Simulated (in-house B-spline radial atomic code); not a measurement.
Radial electron density of Mg V (Mg4+), [He] 2s2 2p4. Method: scalar-relativistic (X2C) SCAN, spin-polarised, spherical fractional occupations, Fermi nucleus of rms radius 3.057 fm. Calculated with an all-electron radial atomic-structure program (B-spline basis).

Columns: r (bohr), 4πr²n(r) (electrons per bohr), bar.

```
 0.00489   0.3157 #
  0.0057   0.4182 #
 0.00665   0.5532 ##
 0.00775   0.7279 ##
 0.00904   0.9552 ###
  0.0105    1.238 ####
  0.0123     1.62 #####
  0.0143    2.078 #######
  0.0167    2.666 #########
  0.0195    3.386 ###########
  0.0227    4.236 ##############
  0.0265    5.256 #################
  0.0309    6.415 #####################
  0.0361    7.714 #########################
   0.042    9.053 ##############################
   0.049    10.41 ##################################
  0.0572    11.66 ######################################
  0.0667    12.65 ##########################################
  0.0778    13.26 ############################################
  0.0907    13.34 ############################################
   0.106    12.83 ##########################################
   0.123    11.82 #######################################
   0.144    10.36 ##################################
   0.168    8.819 #############################
   0.196    7.523 #########################
   0.228    6.792 ######################
   0.266    6.762 ######################
    0.31     7.38 ########################
   0.362    8.352 ############################
   0.422    9.187 ##############################
   0.492    9.444 ###############################
   0.574    8.861 #############################
   0.669    7.483 #########################
    0.78    5.609 ###################
   0.909    3.686 ############
    1.06     2.08 #######
    1.24   0.9716 ###
    1.44   0.3893 #
    1.68   0.1216 
    1.96  0.02942 
    2.29 0.005232
```

On this grid the curve has 2 maxima, near 0.0907, 0.492 bohr.

The 2s down radial function P(r) = rR(r), positive near the nucleus:

```csv
r (bohr),P
0.00167,0.03741
0.00227,0.05012
0.00308,0.06688
0.00419,0.08919
0.0057,0.1184
0.00775,0.1561
0.0105,0.2035
0.0143,0.2632
0.0195,0.3349
0.0265,0.415
0.0361,0.4972
0.049,0.5651
0.0667,0.5945
0.0907,0.5483
0.123,0.3876
0.168,0.07759
0.228,-0.356
0.31,-0.8352
0.422,-1.197
0.574,-1.278
0.78,-1.041
1.06,-0.6261
1.44,-0.258
1.96,-0.06425
```
